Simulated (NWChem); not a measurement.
Molecule: SiF$_{2}$, singlet; SMILES F[Si]F

```xyz
3

Si     0.0000     0.0000     0.5881
F      1.2465     0.0000    -0.4574
F     -1.2465     0.0000    -0.4574
```
Atoms are numbered in this order, from 1.

Low-valent species are run as closed-shell singlets; no triplet was tried in these runs. Coordinates come from a PBE0/def2-SVP optimisation.

Symmetry labels are those of C2v in the frame above (b1 and b2, or b-type labels, depend on it).

### Question
List the 4 lowest vertical singlet excitations from PBE0/def2-SVPD, TDA (NWChem).

### Answer
| state | energy (eV) | oscillator strength | symmetry | leading excitation (squared amplitude) |
|---|---|---|---|---|
| S1 | 5.84 | 0.244 | b2 | HOMO → LUMO (0.96) |
| S2 | 7.91 | 0.000 | a2 | HOMO−1 → LUMO (1.00) |
| S3 | 8.07 | 0.312 | b1 | HOMO → LUMO+1 (0.84) |
| S4 | 8.40 | 0.240 | a1 | HOMO → LUMO+2 (0.93) |
